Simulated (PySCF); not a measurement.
**Static response to an electric field**

C4H2F3O2 (charge -1).
Cartesian coordinates in Å at the PBE0-D3(BJ)/def2-SVP level; atoms count from 1:
```
atom  x, y, z in Å
O1     2.986   -0.141   -1.001
C2     2.194    0.219   -0.120
O3     2.360    0.794    0.968
C4     0.708   -0.103   -0.419
F5     0.456   -0.684   -1.601
C6    -0.313    0.152    0.411
C7    -1.717   -0.164    0.105
F8    -2.514    0.948    0.172
F9    -2.253   -1.041    1.011
H10   -0.049    0.625    1.359
H11   -1.838   -0.605   -0.898
```

Level: B3LYP/def2-SVPD (PySCF), static field, nuclei fixed, core orbitals frozen in the response. The polarisability tensor in these axes (au):

```
x   86.89  0.84 -8.53
y    0.84 51.55  7.34
z   -8.53  7.34 64.71
```

What are the eigenvalues, a third of the trace, and Δα (Δα² = ½Σ(αi − αj)² over the three pairs)?

Principal values 47.78, 65.52 and 89.86 au; mean 67.72 au = 10.04 Å³ = 11.17 × 10⁻⁴⁰ C²·m²/J; Δα = 36.59 au (54 % of the mean).

Traceless (Buckingham) quadrupole moment about the centre of nuclear charge: eigenvalues?

-34.88, 12.49, 22.39 D·Å. The values depend on the origin, since the species is charged. The electronic extent ⟨r²⟩ about the same centre is 1419 bohr², a root-mean-square distance of 2.38 Å for the 70 electrons.

Along which axes do the principal values lie, and how far do the nuclei extend along each?

Largest value along (0.94, -0.04, -0.33), where the nuclei span 5.62 Å; middle along (0.31, 0.46, 0.83), 3.51 Å; least along (-0.12, 0.89, -0.44), 2.17 Å. The response follows the extents in order.

Rayleigh depolarisation ratio (linearly polarised light, static tensor)?

ρ = 3Δα²/(45ᾱ² + 4Δα²) = 4016.0/(206369 + 5354.6) = 0.019.

Sum over states: ᾱ = Σ f/ω², ω in Eh. What share falls to these 10 lowest TDDFT singlets (eV, f)? 3.82, 0.0001; 4.00, 0.0000; 4.69, 0.0153; 5.31, 0.0089; 5.46, 0.0053; 5.65, 0.0007; 5.96, 0.0050; 6.13, 0.0133; 6.21, 0.0479; 6.32, 0.0033.

They add up to 2.25 au, 3.3 % of the 67.72 au; the largest single term is 0.92 au, from the state at 6.21 eV. Terms in order: 0.00, 0.00, 0.52, 0.23, 0.13, 0.02, 0.10, 0.26, 0.92, 0.06 au. Higher excitations give the rest. The strengths listed sum to 0.100.

The structure is a single PBE0-D3(BJ)/def2-SVP conformer in the gas phase; no vibrational or solvent corrections. The geometry's basis has no diffuse functions.
